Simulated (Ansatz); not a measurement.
Tuning the range parameter of LC-ωPBE so that −HOMO meets the ionisation energy; basis def2-SVP, Ansatz. System: `c1ccc(-c2ccc(-c3ccccc3)cc2)cc1`. Total charge 0; singlet. Geometry: r2SCAN-D4/def2-SVP. The ionised state is a doublet.

Geometry of the singlet:

```xyz
32

C    -1.9827    0.5281    5.3502
C    -2.8711    0.4707    4.2717
C    -2.3885    0.3430    2.9683
C    -1.0054    0.2680    2.7129
C    -0.4934    0.1315    1.3311
C    -1.1356    0.7634    0.2496
C    -0.6519    0.6373   -1.0504
C     0.4933   -0.1314   -1.3311
C     1.0054   -0.2679   -2.7129
C     1.5865   -1.4727   -3.1539
C     2.0685   -1.6014   -4.4575
C     1.9827   -0.5283   -5.3502
C     1.4093    0.6748   -4.9265
C     0.9252    0.8035   -3.6237
C     1.1338   -0.7658   -0.2500
C     0.6536   -0.6350    1.0508
C    -0.1232    0.3263    3.8093
C    -0.6064    0.4562    5.1123
H    -2.3611    0.6290    6.3715
H    -3.9503    0.5155    4.4472
H    -3.0935    0.2698    2.1348
H    -2.0194    1.3806    0.4350
H    -1.1835    1.1294   -1.8701
H     1.6326   -2.3279   -2.4729
H     2.5055   -2.5508   -4.7816
H     2.3611   -0.6292   -6.3715
H     1.3470    1.5244   -5.6134
H     0.5045    1.7582   -3.2944
H     2.0364   -1.3566   -0.4312
H     1.1666   -1.1532    1.8661
H     0.9561    0.2992    3.6325
H     0.0981    0.5112    5.9479
```

| ω (1/bohr) | HOMO (eV) | LUMO (eV) | vertical IE (eV) | HOMO + IE (eV) |
| --- | --- | --- | --- | --- |
| 0.15 | -7.24 | -0.23 | 7.58 | 0.33 |
| 0.2 | -7.64 | 0.10 | 7.71 | 0.07 |
| 0.3 | -8.19 | 0.48 | 7.91 | -0.28 |

(1) Estimate the row for 0.1 bohr⁻¹.

(2) Where does the tuning condition hold?

Results:

(1) 
| ω (1/bohr) | HOMO (eV) | LUMO (eV) | vertical IE (eV) | HOMO + IE (eV) |
| --- | --- | --- | --- | --- |
| 0.1 | -6.74 | -0.68 | 7.43 | 0.69 |

(2) Near ω = 0.22 bohr⁻¹, by linear interpolation.
